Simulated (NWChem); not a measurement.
# CH₃Cl₂Sc; SMILES [CH3][Sc]([Cl])[Cl]

Task: Give the equilibrium geometry at PBE0/def2-SVP (NWChem) as an XYZ file, with the point group.

Result: point group C1; any orientation.
```
7

Sc     0.3878    -0.0008     0.0174
Cl    -0.6052    -2.0574    -0.0130
Cl    -0.6113     2.0524    -0.0119
C      2.5220     0.0088     0.0163
H      2.9280     0.8444     0.6146
H      2.8941     0.1421    -1.0181
H      2.9433    -0.9378     0.3986
```
